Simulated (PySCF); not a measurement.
# CHF3O3S: core ionisation energies

Trifluoromethanesulfonic acid, CHF₃O₃S.
Atom-mapped SMILES: `[O:1]=[S:2](=[O:3])([OH:4])[C:5]([F:6])([F:7])[F:8]`

Computed, not measured: delta-SCF UKS SCAN, pcX-2 on the ionised atom, pcseg-1 elsewhere, spin-free X2C (PySCF). Vertical ΔSCF values, vacuum level as zero.

**Question.** What binding energy does each computed site have?

**Answer.** 
| atom(s) | environment | level | binding energy (eV) | 2p1/2 (eV) | above the level's lowest (eV) | count |
| --- | --- | --- | --- | --- | --- | --- |
| S2 | sulfonyl sulfur | S 1s | 2484.84 | – | 0.00 | 1 |
| F6/F7/F8 | fluorine of a CF3 group | F 1s | 695.09 | – | 0.00 | 3 |
| O4 | hydroxyl oxygen | O 1s | 541.19 | – | +1.94 | 1 |
| O1/O3 | sulfonyl oxygen | O 1s | 539.25 | – | 0.00 | 2 |
| C5 | CF3 carbon | C 1s | 299.24 | – | 0.00 | 1 |
| S2 | sulfonyl sulfur | S 2p3/2 | 175.86 | 177.10 | 0.00 | 1 |

The listed O 1s values span 1.94 eV, from O1/O3 (bonded to S (double bond)) to O4 (bonded to S and H). Summing the Pauling electronegativity differences to the bonded atoms, each weighted by its formal bond order, gives -1.72 for the lowest site and -2.10 for the highest; the largest sum, -1.72, belongs to O1/O3, 1.94 eV below the top. The smallest sum, -2.10, belongs to O4, 1.94 eV above the lowest.

**Question.** Which photon wavelength matches the O 1s of O1/O3 threshold?

**Answer.** λ = hc/E = 12398.42 eV Å / 539.25 eV = 22.992 Å.

**Question.** Which effective nuclear charge Zeff reproduces each element's mean 1s value in the hydrogen-like formula E = 13.606 eV × Zeff²?

**Answer.** C (Z = 6): mean 299.2 eV, Zeff = 4.69, Z − Zeff = 1.31; O (Z = 8): mean 539.9 eV, Zeff = 6.30, Z − Zeff = 1.70; F (Z = 9): mean 695.1 eV, Zeff = 7.15, Z − Zeff = 1.85; S (Z = 16): mean 2484.8 eV, Zeff = 13.51, Z − Zeff = 2.49. Means run over the listed sites, weighted by atom count.

Topologically equivalent atoms share the value of their first member; where this conformer doesn't relate them by symmetry, their own values could differ. The 2p values aren't plain energy differences: one relaxed spin-free 2p hole is combined with a matrix within the shell (ground-state 2p orbital-energy differences and spin–orbit coupling). 2p3/2, the mean of its two sublevels, lies a third of the splitting below the shell's mean and 2p1/2 two thirds above it; the statistical areas are 2:1. 2p1/2 minus 2p3/2 (ligand field included): S 1.23 eV. Geometry: GFN2-xTB, one conformer, isolated molecule.

On x86-64 server, one thread (shared host), this took 38 s.

Conformer computed: `[O:1]=[S:2](=[O:3])([OH:4])[C:5]([F:6])([F:7])[F:8]`: O1–S2–C5–F6 -56°, H–O4–S2–O1 11°.
